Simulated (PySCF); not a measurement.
# [Ce(CH3)2]+: one run

[Ce(CH3)2]+ (singlet in the valence; each metal's 4f electrons, 1 of them, lie in its core potential, out of spins and levels). PySCF 2.14.0, RKS BP86, Ce lcecp-1-SVP with ECP47, C def2-SVP, H def2-SVP; non-relativistic Hamiltonian with scalar-relativistic core potentials where named; density fitting; no spin-orbit coupling. Purpose: level BP86.

```python
mol = gto.M(atom='''
Ce     0.00000     0.00000    -0.18561
C      1.85788    -0.14224     1.26271
H      2.65069     0.58871     1.00609
H      1.57191     0.03627     2.31633
H      2.32770    -1.14595     1.22229
C     -1.85788     0.14224     1.26271
H     -2.65069    -0.58871     1.00609
H     -1.57191    -0.03627     2.31633
H     -2.32770     1.14595     1.22229''',
    basis={'Ce': 'lcecp-1-SVP', 'C': 'def2-SVP', 'H': 'def2-SVP'},
    ecp={'Ce': 'lcecp-1-SVP'},
    charge=1, spin=0)
mf = dft.RKS(mol, xc='B88,P86')
mf.grids.atom_grid = (75, 302)  # f atoms: unpruned, at least (60, 302)
mf = mf.density_fit()  # fitting sets: Ce AutoAux, C def2-universal-JKFIT, H def2-universal-JKFIT
mf.conv_tol = 1e-08; mf.max_cycle = 55
mf.kernel(dm0)  # dm0: converged density of the relaxed state
mf.nuc_grad_method().kernel()
```

Run from Python with OMP_NUM_THREADS=2; the lines above give its settings. Where DIIS fails, smearing, a level shift and second-order steps follow.
It took 5.4 s on 2 threads of Arm Neoverse V1, with other jobs on the host, from an already converged density.

(1) Where do the frontier levels lie, over both spins?

(2) What are the Mulliken charges and spins?

(3) What forces act on the atoms (eV/Å)?

The geometry was relaxed with PBE0 (Ce lcecp-1-SVP with ECP47, C def2-SVP, H def2-SVP).

An lcecp potential fixes the number of 4f electrons, so in runs with it no electron can move into or out of that shell.

Answers

(1) HOMO -10.22 eV, LUMO -7.31 eV. The 4f levels lie in the core potential and are missing.

(2) 
| atom | charge (e) | spin (e) |
| --- | --- | --- |
| Ce1 | 1.240 | 0.000 |
| C2 | -0.474 | 0.000 |
| H3 | 0.115 | 0.000 |
| H4 | 0.124 | 0.000 |
| H5 | 0.115 | 0.000 |
| C6 | -0.474 | 0.000 |
| H7 | 0.115 | 0.000 |
| H8 | 0.124 | 0.000 |
| H9 | 0.115 | 0.000 |
The spin of the 4f electrons in the core isn't counted.

(3) 
```
Ce   0.00  0.00 -0.25
C   -0.13  0.02 -0.05
H    0.18  0.19 -0.08
H   -0.08  0.05  0.28
H    0.11 -0.27 -0.03
C    0.13 -0.02 -0.05
H   -0.18 -0.19 -0.08
H    0.08 -0.05  0.28
H   -0.11  0.27 -0.03
```
Forces carry noise of the integration grid, about 0.01 to 0.03 eV/Å.
